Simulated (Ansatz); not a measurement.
**Worked example: the enthalpy of formation of C2H4Br2 (1,2-dibromoethane)**

The species is C2H4Br2 (8 atoms), meant as a singlet with charge 0. SMILES: `BrCCBr`. The coordinates come from a PBE0-D4/def2-TZVP relaxation. This is one conformer, not always the lowest.

Total energies at B3LYP/6-31G* (spherical functions) (Ansatz 0.2.0); the atoms run unrestricted:

```tsv
species	state	energy (Eh)
C2H4Br2	singlet	-5226.373488
Br	doublet	-2573.830945
C	triplet	-37.844694
H	doublet	-0.500273
```

Harmonic wavenumbers at PBE0-D4/def2-TZVP, in cm⁻¹: 103, 179, 192, 621, 688, 756, 947, 1089, 1105, 1207, 1283, 1286, 1476, 1480, 3121, 3130, 3182, 3206.

Measured heats of formation of the gaseous atoms at 298.15 K, in kJ/mol: Br 111.9, C 716.9, H 218.0. Spin-orbit lowering of the atoms at 298 K (mean of the ground term's levels less their thermal mean, from spectra), in kJ/mol: Br 14.69, C 0.02. Take 1 Eh = 2625.50 kJ/mol, 1 cm⁻¹ = 0.0119627 kJ/mol, RT = 2.479 kJ/mol.

Problem. Work out the heat of formation of the gas at 298 K.

Solution. 
1. Electronic atomisation energy: 2 × (-2573.830945) + 2 × (-37.844694) + 4 × (-0.500273) − (-5226.373488) = 1.021118 Eh = 2680.9 kJ/mol.
2. Zero-point energy: half the sum of the wavenumbers, 12525.5 cm⁻¹ = 149.8 kJ/mol.
3. Thermal vibrational enthalpy, Σ hcν̃/(exp(hcν̃/kT) − 1): 6.3 kJ/mol. Translation, rotation and pV of a non-linear molecule: 4 RT = 9.9 kJ/mol.
4. The 8 free atoms carry 5/2 RT each: 49.6 kJ/mol.
5. Spin-orbit coupling lowers the free atoms by 2 × 14.69 + 2 × 0.02 = 29.4 kJ/mol.
6. Atomisation enthalpy at 298 K: 2680.9 − 29.4 − 149.8 − 6.3 − 9.9 + 49.6 = 2535.1 kJ/mol.
7. Sum of the atoms' heats of formation: 2529.6 kJ/mol. Heat of formation: 2529.6 − 2535.1 = -5.5 kJ/mol.

The tabulated value is -37.6 kJ/mol (Active Thermochemical Tables), so this level is off by +32.1 kJ/mol, or 1.3 % of the atomisation enthalpy that the table implies (2567.0 kJ/mol). Relativity is left out. Anharmonicity and any spin-orbit splitting of the molecule are left out.
